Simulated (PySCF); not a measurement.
## Frontier orbitals and the lowest excitations

C6H6OP2.
Numbering: `[CH2:1]=[CH:2]/[P:3]=[P:4]/[c:5]1[cH:6][cH:7][cH:8][o:9]1` (hydrogens: H10, H11 on C1; H12 on C2; H13 on C6; H14 on C7; H15 on C8)

Structure used (GFN2-xTB), in Å, numbered top down from 1:
```
atom  x, y, z in Å
C1     4.2238    0.2097   -0.1618
C2     3.0775   -0.3335    0.2364
P3     1.4836    0.3595   -0.2426
P4     0.3079   -0.9959    0.7342
C5    -1.3062   -0.3693    0.3014
C6    -1.7891    0.6810   -0.4454
C7    -3.1923    0.6001   -0.3750
C8    -3.4702   -0.4855    0.4041
O9    -2.3437   -1.0742    0.8149
H10    4.2439    1.0872   -0.7872
H11    5.1805   -0.1994    0.1206
H12    3.0794   -1.2156    0.8654
H13   -1.2002    1.4067   -0.9691
H14   -3.9013    1.2558   -0.8375
H15   -4.3981   -0.9187    0.7225
```

Computed, not measured: TDDFT PBE0/def2-SVPD, vertical, gas phase, core orbitals frozen in the response (PySCF).

Kohn–Sham orbitals with the atoms that hold most of them (Löwdin shares over 4%, at most four atoms; ? is withheld):

```csv
orbital,ε (eV),atoms
HOMO-3,-8.56,"C6 27%, C7 24%, O9 24%, C5 8%"
HOMO-2,-7.92,"C5 19%, P4 18%, C8 15%, C7 12%"
HOMO-1,-7.18,?
HOMO,-6.13,?
LUMO,?,"P4 32%, P3 30%, C1 8%, C5 7%"
LUMO+1,-0.04,"C2 25%, C1 19%, P3 18%, P4 8%"
LUMO+2,0.15,"C8 16%, C5 15%, O9 13%, C7 12%"
```

Give the leading atoms of the HOMO-1.

P3 (bonded to C and P) 43%; P4 (bonded to C and P) 38%; C2 (bonded to C, P and H) 7%; C5 (bonded to C, O and P) 5%. By element: phosphorus 82%, carbon 12% or more.

Which atoms hold the HOMO, and with what shares?

P3 (bonded to C and P) 22%; P4 (bonded to C and P) 16%; C8 (bonded to C, O and H) 12%; C5 (bonded to C, O and P) 12%. By element: phosphorus 38%, carbon 24% or more.

What is the LUMO energy, and the HOMO–LUMO gap?

ε(LUMO) = -2.75 eV; the gap is 3.38 eV (0.1243 hartree).

The HOMO–LUMO gap is 3.38 eV. Where does the response calculation put the lowest singlet, and from which orbitals?

S1 is at 3.02 eV (f = 0.363), 0.37 eV below the gap, made of HOMO→LUMO (97%). Without the coupling terms of the response equations the lowest excitation would equal the gap.

One configuration dominates each of S1, S2 and S3. Which, and how do the shares of the two leading atoms of either orbital change from the occupied to the empty one?

- S1 (3.02 eV, f 0.363), HOMO→LUMO (97%): P3 22% → 30%, P4 16% → 32%
- S2 (3.14 eV, f 0.0000), HOMO-1→LUMO (100%): P3 43% → 30%, P4 38% → 32%
- S3 (4.48 eV, f 0.013), HOMO-2→LUMO (90%): C5 19% → 7%, P4 18% → 32%, P3 at most 13% → 30%

Hardware: one thread of an Arm Neoverse V1, shared host with 32 logical CPUs at a one-minute load of 28. Cost: 54 s, 0.98 GiB resident at most.

One conformer stands for the species.
